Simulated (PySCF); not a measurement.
Species: C5H13NSi3.
SMILES with atom numbers: `[N:1]#[C:2][C@H:3]1[CH2:4][C@H:5]([SiH2:6][SiH2:7][SiH3:8])[CH2:9]1`

NICS = −σ at a ghost point: NICS(0) at the centroid of the ring atoms, NICS(1) 1 Å to either side along the normal of their mean plane, zz for the tensor component along that normal. Level: GIAO PBE0/pcSseg-1 (PySCF, non-relativistic, gas phase) on the GFN2-xTB geometry, one conformer.

Ring bond lengths (Å), with Mayer bond orders in brackets: C3–C4 1.543 (0.98), C4–C5 1.539 (1.01), C5–C9 1.539 (1.01), C9–C3 1.543 (0.97).

Problem. Give the NICS values of each ring in ppm.

Solution. 
```tsv
ring	type	NICS(0)	NICS(1), two faces	NICS(1)zz, two faces	rms pucker (Å)	centre to ring atoms, mean (Å)
C3–C4–C5–C9	4-membered carbocycle; formal bonds all single	-0.4	-1.4 / 0.6	-0.9 / 4.5	0.07	1.09
```

Problem. What can be read from them?

Solution. 
- C3–C4–C5–C9: mean NICS(1)zz 1.8 ppm, near zero. C3, C4, C5, C9 have four or more neighbours, and the NICS criterion for π rings isn't applied. The two faces differ by 5.4 ppm, so no symmetry operation interchanges them.

Problem. At the second NICS(1) probe listed for ring C3–C4–C5–C9, 1 Å off the ring, how large is the induced field along the normal in 1 T applied along it?

Solution. NICSzz × B0 = 4.5 ppm × 1 T = 4 μT, along the applied field.

Problem. List the ring angles and the Hirshfeld charges of the ring atoms.

Solution. 
- C3–C4–C5–C9: C3 89.3° (-0.004 e), C4 89.5° (-0.060 e), C5 89.6° (-0.109 e), C9 89.5° (-0.059 e); sum 357.8° against 360° for a flat convex ring.

Problem. How shielded are the nuclei of the rings and their hydrogens (means over atoms taken as equivalent)?

Solution. 
```csv
atoms,environment,σ isotropic (ppm),"principal values of the symmetric part, first atom (ppm)"
C3,sp3 carbon next to a nitrile,168.9,"155.7, 174.6, 176.4"
C4 (×2),four-membered-ring carbon,156.7,"144.9, 148.3, 178.4"
C5,sp3 carbon bound to silicon,174.2,"160.1, 174.2, 188.2"
H on C3,methine hydrogen,29.02,"23.4, 30.4, 33.2"
H on C4 (×2),methylene hydrogen,29.00,"25.8, 27.0, 34.2"
H on C4 (×2),methylene hydrogen,29.78,"25.8, 29.1, 34.1"
H on C5,methine hydrogen,29.50,"24.6, 28.2, 35.8"
```

Time: 45 s; peak memory 1.1 GiB. Hardware: Arm Neoverse V2, one thread, shared host with 96 logical CPUs at a one-minute load of 18. This is the whole shielding run at PBE0/pcSseg-1, SCF included.

The values belong to the conformer `[N:1]#[C:2][C@H:3]1[CH2:4][C@H:5]([SiH2:6][SiH2:7][SiH3:8])[CH2:9]1`: C4–C5–Si6–Si7 -53°, C5–Si6–Si7–Si8 -65°.
